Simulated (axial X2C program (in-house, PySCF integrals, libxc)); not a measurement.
# Working with the constants of LiCd

A bond curve at the CCSD(T) level, 2c, was computed with an in-house relativistic program for diatomic molecules (basis Cd dyall-cv3z [12s12p8d5f3g], Li dyall-cv3z [7s8p2d] (cores contracted in-house)) for the state Ω = 1/2 (⟨Sz⟩ = 0.50, ⟨Lz⟩ = 0.00 at HF). Its fit gives Re = 3.1724 Å, ωe = 113.5 cm⁻¹, ωexe = 6.43 cm⁻¹ and αe = 1.311e-02 cm⁻¹; the masses are 113.9034 and 7.0160 u. Two-component means X2C with spin–orbit coupling and atomic mean-field Coulomb and Gaunt terms.

Correlated methods: 13 electrons correlated (number of frozen shells: Cd 4 s, 3 p, 1 d; Li 1 s), 249 virtual spin orbitals or spinors in MP2, 90 natural virtuals in coupled cluster.

Q: Find the reduced mass, Be and the force constant.

A: From the CCSD(T) values: μ = 6.6089 u. Be = 16.8576/(μ Re²) = 0.2534 cm⁻¹. k = 5.8918×10⁻⁷ μ ωe² = 0.0502 mdyn/Å.

Q: Where do the fundamental and the first overtone lie?

A: ν(1←0) = ωe − 2ωexe = 100.6 cm⁻¹; ν(2←0) = 2ωe − 6ωexe = 188.4 cm⁻¹.

Q: A Morse curve ties αe to the other constants (Pekeris). How well does that hold?

A: αe(Morse) = 6Be²/ωe × (√(ωexe/Be) − 1) = 1.371e-02 cm⁻¹; the CCSD(T) curve gives 1.311e-02 cm⁻¹, a ratio of 1.05.

Q: Estimate the centrifugal constant by the Kratzer relation.

A: D = 4Be³/ωe² = 5.06e-06 cm⁻¹.

The state is one determinant whose occupation by symmetry is held fixed; it was picked as the lowest of a PBE0 search that is not exhaustive. Coupled cluster ran in a truncated set of natural virtual spinors; the MP2 energy of the rest was added. (T) has no such correction and the atoms are truncated less, which lowers De at CCSD(T) by a hundredth of an eV or more. The levels of this run spread widely (ωe from 114 to 161 cm⁻¹), so these constants depend on the method. The bond is weak, and without diffuse functions and with truncated virtuals even CCSD(T) can be tens of per cent off in De.
